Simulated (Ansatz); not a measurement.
Geometry optimisation, Ansatz, RKS PBE-D4/def2-SVP.

The input (input.yaml):

```yaml
crystal:
  periodic: [false, false, false]
  atoms:
    - { symbol: Sn, position_ang: [0.0, 0.0, 0.0] }
    - { symbol: O, position_ang: [1.2811, 0.0, 1.739] }
    - { symbol: H, position_ang: [0.3715, -0.2814, 2.0762] }
    - { symbol: H, position_ang: [1.8761, 0.0, 0.4941] }
    - { symbol: Cl, position_ang: [-1.1351, 1.9666, -0.8025] }
    - { symbol: H, position_ang: [-0.8195, -1.4198, -0.5794] }
basis:
  gaussian: { orbitals: def2-SVP }
hamiltonian:
  xc: pbe
  dispersion: d4
relax:
  f_tol: 0.15
  max_steps: 25
  restrain:
    - { distance: [1, 3], at: 1.01, k: 30.0 }
    - { distance: [0, 1], at: 3.16, k: 30.0 }
    - { distance: [0, 3], at: 2.94, k: 30.0 }
```

Run as:

```bash
$ ansatz run input.yaml --threads 2 --pin off --max-ram 3072MiB --backend cpu --events-out ev --progress --plain --runs-dir out
```

Problem. Where does it end, and by what steps?

Solution. It converged. The restraints hold the end off the free minimum. After 12 steps the energy has fallen by 3.728 eV (the restraints' own energy left out); Sn1 moved furthest, 1.04 Å. Parted: Sn1–O2 (2.16 → 3.14 Å), Sn1–H4 (1.94 → 2.95 Å). Joined: O2–H4 (1.38 → 0.99 Å).

```csv
step,energy less start (eV),largest force component (eV/Å),accepted
0,0.0000,3.854,yes
1,0.2445,4.179,yes
2,0.2006,4.617,yes
3,-0.6831,4.517,yes
4,-2.3807,3.050,yes
5,-3.0707,0.980,yes
6,-3.2833,1.668,yes
7,-3.4371,1.608,yes
8,-3.5549,1.185,yes
9,-3.6681,0.645,yes
10,-3.7145,0.824,yes
11,-3.7210,0.872,yes
12,-3.7284,0.924,yes
```

```xyz
6
Properties=species:S:1:pos:R:3
Sn 0.029 0.122 -1.033
O 1.337 0.183 1.821
H 0.885 -0.609 2.174
H 1.970 -0.199 1.162
Cl -1.609 1.893 -0.943
H -1.037 -1.125 -0.254
```

Time of the run: 16 s on 2 threads of Arm Neoverse V1 (shared host), peak memory 0.14 GiB.
